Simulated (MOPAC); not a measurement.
A run for MOPAC: PM3 on C2H11NSi (a complex), monomers drawn apart or pushed together.

```
PM3 1SCF PRECISE CHARGE=0 THREADS=1
C2H11NSi

C     -0.97873454 1     0.27068684 1     0.08908534 1
N      0.42796626 1     0.15752885 1     0.47034665 1
H     -1.23483001 1    -0.54924968 1    -0.58361660 1
H     -1.12707285 1     1.20073525 1    -0.46169034 1
H     -1.68813673 1     0.25599230 1     0.92701826 1
H      0.59615197 1    -0.70615524 1     0.97161587 1
H      0.69621165 1     0.91703106 1     1.08415675 1
C      1.63742731 1    -0.26882622 1     5.50592405 1
Si    -0.22374065 1    -0.14148172 1     5.30588945 1
H      1.91039542 1    -1.20665390 1     5.99322883 1
H      2.01722410 1     0.55099472 1     6.11841929 1
H      2.14596629 1    -0.23106596 1     4.54115537 1
H     -0.74293154 1    -1.25883920 1     4.48064991 1
H     -0.59733213 1     1.13429093 1     4.64876181 1
H     -0.88759362 1    -0.19421160 1     6.63119710 1
```

Output:

```
*******************************************************************************
 **                                                                           **
 **                              MOPAC v23.2.5                                **
 **                                                                           **
 *******************************************************************************
 ** MOPAC's Digital Object Identifier: https://doi.org/10.5281/zenodo.6511958 **
 **                                                                           **
 ** Please cite the open-source release paper for use of this MOPAC version:  **
 ** J. E. Moussa and J. J. P. Stewart (2026)                                  **
 ** MOPAC: An open-source semiempirical molecular orbital program             **
 ** J. Open Source Softw., 11(119), 8025, https://doi.org/10.21105/joss.08025 **
 *******************************************************************************

                              PM3 CALCULATION RESULTS

 *******************************************************************************
 *  PM3        - The PM3 Hamiltonian to be used
 *
 *
 *
 *                 CHARGE ON SYSTEM = 0
 *
 *
 *
 *  PRECISE    - TIGHTER CRITERIA TO BE USED
 *  1SCF       - DO 1 SCF AND THEN STOP
 *  THREADS=1  - MULTI-THREADING NOT USED
 *  T=         - A TIME OF 172800.0 SECONDS REQUESTED
 *  DUMP=N     - RESTART FILE WRITTEN EVERY 7200.0 SECONDS REQUESTED
 *******************************************************************************
PM3 1SCF PRECISE CHARGE=0 THREADS=1
 C2H11NSi

   ATOM   CHEMICAL          X               Y               Z
  NUMBER   SYMBOL      (ANGSTROMS)     (ANGSTROMS)     (ANGSTROMS)

     1       C         -0.97873454  *   0.27068684  *   0.08908534  *
     2       N          0.42796626  *   0.15752885  *   0.47034665  *
     3       H         -1.23483001  *  -0.54924968  *  -0.58361660  *
     4       H         -1.12707285  *   1.20073525  *  -0.46169034  *
     5       H         -1.68813673  *   0.25599230  *   0.92701826  *
     6       H          0.59615197  *  -0.70615524  *   0.97161587  *
     7       H          0.69621165  *   0.91703106  *   1.08415675  *
     8       C          1.63742731  *  -0.26882622  *   5.50592405  *
     9      Si         -0.22374065  *  -0.14148172  *   5.30588945  *
    10       H          1.91039542  *  -1.20665390  *   5.99322883  *
    11       H          2.01722410  *   0.55099472  *   6.11841929  *
    12       H          2.14596629  *  -0.23106596  *   4.54115537  *
    13       H         -0.74293154  *  -1.25883920  *   4.48064991  *
    14       H         -0.59733213  *   1.13429093  *   4.64876181  *
    15       H         -0.88759362  *  -0.19421160  *   6.63119710  *



          CARTESIAN COORDINATES

    NO.       ATOM           X           Y           Z

     1         C         -0.9787      0.2707      0.0891
     2         N          0.4280      0.1575      0.4703
     3         H         -1.2348     -0.5492     -0.5836
     4         H         -1.1271      1.2007     -0.4617
     5         H         -1.6881      0.2560      0.9270
     6         H          0.5962     -0.7062      0.9716
     7         H          0.6962      0.9170      1.0842
     8         C          1.6374     -0.2688      5.5059
     9        Si         -0.2237     -0.1415      5.3059
    10         H          1.9104     -1.2067      5.9932
    11         H          2.0172      0.5510      6.1184
    12         H          2.1460     -0.2311      4.5412
    13         H         -0.7429     -1.2588      4.4806
    14         H         -0.5973      1.1343      4.6488
    15         H         -0.8876     -0.1942      6.6312

  H: (PM3): J. J. P. STEWART, J. COMP. CHEM. 10, 209 (1989).
  C: (PM3): J. J. P. STEWART, J. COMP. CHEM. 10, 209 (1989).
  N: (PM3): J. J. P. STEWART, J. COMP. CHEM. 10, 209 (1989).
 Si: (PM3): J. J. P. STEWART, J. COMP. CHEM. 10, 209 (1989).

           Empirical Formula: C2 H11 N Si  =    15 atoms



      MOLECULAR POINT GROUP   :   Cs


      RHF CALCULATION, NO. OF DOUBLY OCCUPIED LEVELS = 14


 -------------------------------------------------------------------------------
 PM3 1SCF PRECISE CHARGE=0 THREADS=1
 C2H11NSi



     1SCF WAS SPECIFIED, SO BFGS WAS NOT USED
     SCF FIELD WAS ACHIEVED


                              PM3 CALCULATION
                                                       MOPAC v23.2.5 Linux




          FINAL HEAT OF FORMATION =         -9.25212 KCAL/MOL =     -38.71089 KJ/MOL


          COSMO AREA              =        159.68 SQUARE ANGSTROMS
          COSMO VOLUME            =        146.71 CUBIC ANGSTROMS

          IONIZATION POTENTIAL    =          9.326306 EV
          HOMO LUMO ENERGIES (EV) =         -9.326  0.579
          NO. OF FILLED LEVELS    =         14
          MOLECULAR WEIGHT        =         77.2011         POINT GROUP:  Cs

          MOLECULAR DIMENSIONS (Angstroms)

            Atom       Atom       Distance
            H    11    H     3     7.53018
            H     7    H    15     4.21660
            H    10    H    14     3.10355


          SCF CALCULATIONS        =          1





   ATOM   CHEMICAL          X               Y               Z
  NUMBER   SYMBOL      (ANGSTROMS)     (ANGSTROMS)     (ANGSTROMS)

     1       C         -0.97873454  *   0.27068684  *   0.08908534  *
     2       N          0.42796626  *   0.15752885  *   0.47034665  *
     3       H         -1.23483001  *  -0.54924968  *  -0.58361660  *
     4       H         -1.12707285  *   1.20073525  *  -0.46169034  *
     5       H         -1.68813673  *   0.25599230  *   0.92701826  *
     6       H          0.59615197  *  -0.70615524  *   0.97161587  *
     7       H          0.69621165  *   0.91703106  *   1.08415675  *
     8       C          1.63742731  *  -0.26882622  *   5.50592405  *
     9      Si         -0.22374065  *  -0.14148172  *   5.30588945  *
    10       H          1.91039542  *  -1.20665390  *   5.99322883  *
    11       H          2.01722410  *   0.55099472  *   6.11841929  *
    12       H          2.14596629  *  -0.23106596  *   4.54115537  *
    13       H         -0.74293154  *  -1.25883920  *   4.48064991  *
    14       H         -0.59733213  *   1.13429093  *   4.64876181  *
    15       H         -0.88759362  *  -0.19421160  *   6.63119710  *

                             CARTESIAN COORDINATES

   1    C       -0.978734540     0.270686840     0.089085340
   2    N        0.427966260     0.157528850     0.470346650
   3    H       -1.234830010    -0.549249680    -0.583616600
   4    H       -1.127072850     1.200735250    -0.461690340
   5    H       -1.688136730     0.255992300     0.927018260
   6    H        0.596151970    -0.706155240     0.971615870
   7    H        0.696211650     0.917031060     1.084156750
   8    C        1.637427310    -0.268826220     5.505924050
   9   Si       -0.223740650    -0.141481720     5.305889450
  10    H        1.910395420    -1.206653900     5.993228830
  11    H        2.017224100     0.550994720     6.118419290
  12    H        2.145966290    -0.231065960     4.541155370
  13    H       -0.742931540    -1.258839200     4.480649910
  14    H       -0.597332130     1.134290930     4.648761810
  15    H       -0.887593620    -0.194211600     6.631197100


           Empirical Formula: C2 H11 N Si  =    15 atoms



      MOLECULAR POINT GROUP   :   Cs


                  EIGENVALUES
 -33.08592 -29.07823 -23.00866 -16.25416 -15.95739 -15.21842 -14.24685 -14.24622
 -14.02270 -12.52498 -11.48272 -11.25247 -11.23940  -9.32631   0.57895   1.58226
   2.07787   2.08629   3.14359   3.91499   4.17382   4.44251   4.46472   4.52741
   4.53337   5.46494   5.70790


              NET ATOMIC CHARGES AND DIPOLE CONTRIBUTIONS

  ATOM NO.   TYPE          CHARGE      No. of ELECS.   s-Pop       p-Pop
    1          C          -0.107535        4.1075     1.14632     2.96122
    2          N          -0.036337        5.0363     1.45397     3.58236
    3          H           0.042357        0.9576     0.95764
    4          H           0.042348        0.9577     0.95765
    5          H           0.016231        0.9838     0.98377
    6          H           0.021336        0.9787     0.97866
    7          H           0.021328        0.9787     0.97867
    8          C          -0.272760        4.2728     1.15035     3.12241
    9         Si           0.459133        3.5409     0.95330     2.58757
   10          H           0.056332        0.9437     0.94367
   11          H           0.056336        0.9437     0.94366
   12          H           0.054368        0.9456     0.94563
   13          H          -0.119221        1.1192     1.11922
   14          H          -0.119223        1.1192     1.11922
   15          H          -0.114692        1.1147     1.11469
 DIPOLE           X         Y         Z       TOTAL
 POINT-CHG.     0.192    -0.013     0.012     0.193
 HYBRID        -0.582    -0.049     1.228     1.360
 SUM           -0.390    -0.062     1.240     1.301


          ATOMIC ORBITAL ELECTRON POPULATIONS

     Atom    s        px        py        pz
    1  C   1.14632   0.94428   1.01975   0.99718
    2  N   1.45397   1.14305   0.99546   1.44386
    3  H   0.95764
    4  H   0.95765
    5  H   0.98377
    6  H   0.97866
    7  H   0.97867
    8  C   1.15035   1.05632   1.03361   1.03249
    9 Si   0.95330   0.83054   0.87539   0.88164
   10  H   0.94367
   11  H   0.94366
   12  H   0.94563
   13  H   1.11922
   14  H   1.11922
   15  H   1.11469

 **********************
 *                    *
 * JOB ENDED NORMALLY *
 *                    *
 **********************




 == MOPAC DONE ==
```

The run finished.

Cost: around 0.020 core-seconds (rough).
